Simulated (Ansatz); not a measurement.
One geometry of the cluster V₂O₂, several levels of theory.

```yaml
crystal:
  periodic: [false, false, false]
  atoms:
    - {symbol: V, position_ang: [-0.906591, 0.100414, 0.145917]}
    - {symbol: V, position_ang: [0.906735, -0.100499, -0.145571]}
    - {symbol: O, position_ang: [0.249509, 1.430101, 0.562911]}
    - {symbol: O, position_ang: [-0.249663, -1.430016, -0.563246]}
basis:
  gaussian: {orbitals: def2-TZVP, initial_orbitals: start.molden}
hamiltonian: {xc: {name: B97M-V}}
scf: {omitted_lower_state_checks: [starts]}
output: {orbitals: {seedname: orbitals}}
```

The file start.molden holds the orbitals of an earlier run on this structure, at another level or in another basis.

```sh
$ ansatz run in.yaml --threads 4 --pin off --events-out ev --progress --plain --max-ram 3916MiB
```

Output, abridged:

```
Functional definition: B97M-V
1170 factors; their error is unknown
mean field evaluation 1: about -55457.6312 eV, gradient 1.5e1 eV
mean field evaluation 2: about -55457.8296 eV, gradient 2.7e-1 eV
mean field evaluation 4: about -55457.8296 eV, gradient 1.1e-1 eV
mean field -55457.82963029 eV, -2038.0376482460 hartree, gradient 3.6e-5 eV, S^2 0.000000; 0 other end points of the search recorded, 0 dependent functions left out
reference -55457.82970282 eV, -2038.0376509116 hartree; 31, 31 occupied and 121, 121 virtual orbitals, 1170 factors
Total energy: -55457.82970282 eV, -2038.0376509116 hartree
Checks for a lower state left out: starts
```

Hardware: 4 threads of Arm Neoverse V2 on a shared host. Wall time 5 s.

The first input with `gaussian: {orbitals: def2-TZVPP, initial_orbitals: start.molden}`, `correlation: {method: ccsd_t}` and without the key `hamiltonian` (abridged; 2.2 min):

```
Functional definition: HF
mean field evaluation 16: about -55384.8838 eV, gradient 4.5e-6 eV
mean field evaluation 32: about -55374.0859 eV, gradient 5.2e1 eV
mean field -55384.88381617 eV, -2035.3569390216 hartree, gradient 4.5e-6 eV, S^2 0.000000; unrestricted orbitals would lower it
mean field evaluation 64: about -55387.5422 eV, gradient 2.6e-1 eV
mean field evaluation 96: about -55382.4462 eV, gradient 1.2e-3 eV
mean field evaluation 128: about -55387.5161 eV, gradient 8.6e-1 eV
determinant -55384.88381617 eV, -2035.3569390216 hartree, with singles and doubles -55426.01693876 eV, -2036.8685533960 hartree
determinant -55382.44623991 eV, -2035.2673597464 hartree, with singles and doubles -55426.32773026 eV, -2036.8799747727 hartree
determinant -55384.88381617 eV, -2035.3569390216 hartree, with singles and doubles -55427.03898693 eV, -2036.9061129731 hartree
determinant -55382.44623991 eV, -2035.2673597464 hartree, with singles and doubles -55426.40409062 eV, -2036.8827809643 hartree
unrestricted determinant -55387.54298144 eV, -2035.4546615427 hartree, S^2 2.4946
12 core orbitals not correlated: weight in the atoms' cores, before any rotation towards them, 1.000 or more for the frozen orbitals, at most 0.000 for the correlated occupied ones
second order -55.37432652 eV of doubles, -0.00000000 eV of singles
cycle   1  -43.95777377 eV  change    7.7e-5 eV  update   5.3e-6
cycle   2  -43.95782299 eV  change   -4.9e-5 eV  update   5.9e-6
cycle   3  -43.95781614 eV  change    6.9e-6 eV  update   2.3e-6
perturbative correction -3.90963721 eV, -0.1436765175 hartree
WARN: the results are in doubt because among natural orbitals full CI differs from the method by -0.501 eV
Total energy: -55430.31369326 eV, -2037.0264562114 hartree
In doubt: among natural orbitals full CI differs from the method by -0.501 eV
Checks for a lower state left out: starts
```

First input, but with `gaussian: {orbitals: def2-TZVPD, initial_orbitals: start.molden}`, `hamiltonian: {xc: pbe0, dispersion: d4}` (abridged; 2.6 s):

```
Functional definition: PBE0
mean field -55455.03289966 eV, -2037.9348702911 hartree, gradient 2.4e-5 eV, S^2 0.000000
Total energy: -55455.12443048 eV, -2037.9382339869 hartree
Checks for a lower state left out: starts
```

The first input with `gaussian: {orbitals: def2-TZVPD, initial_orbitals: start.molden}`, `hamiltonian: {xc: r2scan, dispersion: d4}` (abridged; 3.3 s):

```
Functional definition: r2SCAN
mean field -55468.90575067 eV, -2038.4446881624 hartree, gradient 8.7e-5 eV, S^2 0.000000
Total energy: -55468.92711627 eV, -2038.4454733336 hartree
Checks for a lower state left out: starts
```

As the first input, with `gaussian: {orbitals: def2-SVP, initial_orbitals: start.molden}`, `hamiltonian: {xc: pbe, dispersion: d4}` (abridged; 0.85 s):

```
Functional definition: PBE
mean field -55445.02580277 eV, -2037.5671162634 hartree, gradient 4.2e-5 eV, S^2 0.000000
Total energy: -55445.13541806 eV, -2037.5711445512 hartree
Checks for a lower state left out: starts
```

First input, but with `correlation: {method: mp2}` and without the key `hamiltonian` (abridged; 8 s):

```
Functional definition: HF
mean field evaluation 16: about -55384.6346 eV, gradient 3.8e-6 eV
mean field -55384.63457708 eV, -2035.3477796540 hartree, gradient 3.8e-6 eV, S^2 0.000000; unrestricted orbitals would lower it
mean field evaluation 32: about -55387.1643 eV, gradient 5.9e-2 eV
unrestricted determinant -55387.16651745 eV, -2035.4408267463 hartree, S^2 2.4785
12 core orbitals not correlated: weight in the atoms' cores, before any rotation towards them, 1.000 or more for the frozen orbitals, at most 0.000 for the correlated occupied ones
second order -38.41378973 eV of doubles, -0.00000000 eV of singles
Total energy: -55423.04836681 eV, -2036.7594603888 hartree
Checks for a lower state left out: starts
```

As the first input, with `hamiltonian: {xc: pbe, dispersion: d4}`, `output: {forces: true, orbitals: {seedname: orbitals}}` (abridged; 1.6 s):

```
Functional definition: PBE
mean field -55457.05545720 eV, -2038.0091979096 hartree, gradient 8.2e-6 eV, S^2 0.000000
Total energy: -55457.16506562 eV, -2038.0132259448 hartree
Atom 0 force    -1.253765     0.139198     0.201019 eV/Å
Atom 1 force     1.251226    -0.142473    -0.203360 eV/Å
Atom 2 force     0.082736     0.475907     0.188061 eV/Å
Atom 3 force    -0.080197    -0.472631    -0.185720 eV/Å
Dipole moment:     0.000100     0.000133     0.000104 e Å
Checks for a lower state left out: starts
```

Geometry: r2SCAN-D4/def2-SVP.

Correlated methods freeze 12 core orbitals; core or outer-core shells of V are correlated, in sets that lack core-valence functions. The restricted singlet is unstable towards broken spin symmetry at other levels; at B97M-V/def2-TZVP, CCSD(T)/def2-TZVPP, PBE0-D4/def2-TZVPD, r2SCAN-D4/def2-TZVPD and others this wasn't settled. At CCSD(T)/def2-TZVPP the program marks the result for the charge 0 singlet as doubtful (large difference). At CCSD(T)/def2-TZVPP the stability test found the charge 0 singlet unstable. At MP2/def2-TZVP the restricted singlet (for correlated methods, its reference) is unstable: a solution with broken spin symmetry lies lower. The geometry of the singlet was relaxed on an unsound state (restricted singlet, unstable towards broken spin symmetry at other levels and untested here). The order of the spin states hangs on the level: the quintet lies 0.72 eV below the singlet at PBE0-D4/def2-TZVP, but 0.15 eV above it at MP2/def2-TZVP. The singlet is doubtful at PBE0-D4/def2-TZVP (restricted singlet, unstable towards broken spin symmetry). The quintet is doubtful at PBE0-D4/def2-TZVP (⟨S²⟩ 6.87, where a pure state has 6.00). The singlet is doubtful at MP2/def2-TZVP (restricted singlet, unstable towards broken spin symmetry). The quintet is doubtful at MP2/def2-TZVP (⟨S²⟩ 7.01, where a pure state has 6.00). The structure comes from a short search, and lower isomers may exist.
